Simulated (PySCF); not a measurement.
# Spin-rotation constants: B₆BrH₉

Geometry:
| atom | x (Å) | y (Å) | z (Å) |
| --- | --- | --- | --- |
| B1 | -0.900 | -1.302 | 0.018 |
| B2 | -1.063 | 0.137 | 1.035 |
| B3 | 1.011 | 0.531 | -0.872 |
| B4 | 0.131 | 1.405 | 0.469 |
| B5 | 0.577 | -0.292 | 0.609 |
| B6 | 0.250 | -1.066 | -1.069 |
| H7 | -1.303 | -2.316 | 0.457 |
| H8 | -1.576 | 0.167 | 2.089 |
| H9 | 2.068 | 0.825 | -1.286 |
| H10 | 0.603 | 2.246 | 1.139 |
| H11 | 1.363 | -0.726 | 1.364 |
| Br12 | 1.326 | -2.413 | -1.994 |
| H13 | -1.842 | -0.371 | 0.106 |
| H14 | -1.140 | 1.450 | 0.533 |
| H15 | 0.284 | 1.705 | -0.772 |
| H16 | 0.211 | 0.022 | -1.826 |

Level of theory: PySCF, GIAO B97-2/def2-SVP magnetisability, rotational g tensor and spin-rotation constants, non-relativistic, gas phase. Geometry: GFN2-xTB.

The calculation is non-relativistic, which matters for the atoms heavier than Zn.

Task: Give the nuclear spin-rotation constants along the inertial axes (H = +C I·J) beside the isotropic shieldings.

Result: Rotational constants 4.8978, 0.9339, 0.8330 GHz.
| atom | isotope | Caa (kHz) | Cbb (kHz) | Ccc (kHz) | mean (kHz) | σ (ppm) |
| --- | --- | --- | --- | --- | --- | --- |
| B1 | 11B | 1.334 | 0.232 | 0.102 | 0.556 | 92.7 |
| B2 | 11B | 0.888 | 0.238 | 0.154 | 0.427 | 95.4 |
| B3 | 11B | 1.257 | 0.177 | 0.143 | 0.525 | 96.1 |
| B4 | 11B | 0.722 | 0.145 | 0.107 | 0.325 | 127.9 |
| B5 | 11B | 0.414 | 0.094 | 0.041 | 0.183 | 162.4 |
| B6 | 11B | 1.436 | 0.244 | 0.134 | 0.605 | 79.6 |
| H7 | 1H | -0.414 | 0.042 | -0.069 | -0.147 | 26.9 |
| H8 | 1H | -0.111 | -0.038 | -0.055 | -0.068 | 26.8 |
| H9 | 1H | -0.333 | 0.019 | -0.069 | -0.127 | 26.8 |
| H10 | 1H | -0.194 | -0.055 | -0.058 | -0.102 | 28.8 |
| H11 | 1H | -0.500 | -0.096 | -0.011 | -0.202 | 32.2 |
| Br12 | 79Br | 3.892 | 1.278 | 0.437 | 1.869 | 2536.3 |
| H13 | 1H | -0.180 | -0.147 | -0.081 | -0.136 | 34.0 |
| H14 | 1H | -0.524 | -0.042 | -0.097 | -0.221 | 32.5 |
| H15 | 1H | -0.220 | -0.107 | -0.088 | -0.138 | 32.3 |
| H16 | 1H | -0.710 | -0.047 | -0.046 | -0.267 | 31.7 |

For the geometry as given, no vibrational averaging.
